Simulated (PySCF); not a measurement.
Atom-mapped SMILES (the numbers label the heavy atoms): `[CH3:1][C:2]1=[C:3]([C:4]([F:5])([F:6])[F:7])[CH:8]=[CH:9][SiH2:10]1`; H(Xn) means a hydrogen on atom n.

- geometry from PBE0-D3(BJ)/def2-SVP
- GIAO PBE/pcSseg-1 shieldings
- code: PySCF 2.14.0 with density-fitted response routines
- gas phase, one averaged value for each set of equivalent atoms, non-relativistic Hamiltonian, a single conformation

Shifts are taken against calculated references (same method and geometry level): TMS for ¹³C (180.03 ppm), ¹H (31.20 ppm), ²⁹Si (334.61 ppm); ¹⁹F (144.73 ppm) vs CFCl3.

```
   atoms  nucleus  count  δ (ppm)
      C8      ¹³C      1        ?
   H(C8)       ¹H      1     7.21
    Si10     ²⁹Si      1    -34.7
   H(C9)       ¹H      1     6.06
      C1      ¹³C      1        ?
      C9      ¹³C      1    127.0
      C4      ¹³C      1    133.7
 H(Si10)       ¹H      2        ?
      C3      ¹³C      1    148.3
      C2      ¹³C      1    149.1
   H(C1)       ¹H      3        ?
F5/F6/F7      ¹⁹F      3    -90.1
```

Question: Fill in the missing shifts.

Answer: 
- C8: 156.4 ppm, alkene CH; the olefinic region
- C1: 16.7 ppm, allylic methyl carbon; a saturated carbon with 1 carbon neighbour and no heteroatom attached
- H(Si10): 4.79 ppm, hydrogen on a silicon bonded to 2 C, in a 5-membered ring
- H(C1): 2.31 ppm, hydrogen on an allylic methyl carbon; allylic position

Shifts are as computed. Against solution values, carbons near 30 ppm lie about +2 ppm off and those near 130 ppm about +2 ppm. Of 1211 compounds with measured shifts, 218 miss one by over three times the rms of a fit or turn the order of signals round; such compounds aren't used in these exercises. Unscaled 19F shifts against computed CFCl3 carry errors that often reach 10 to 50 ppm.
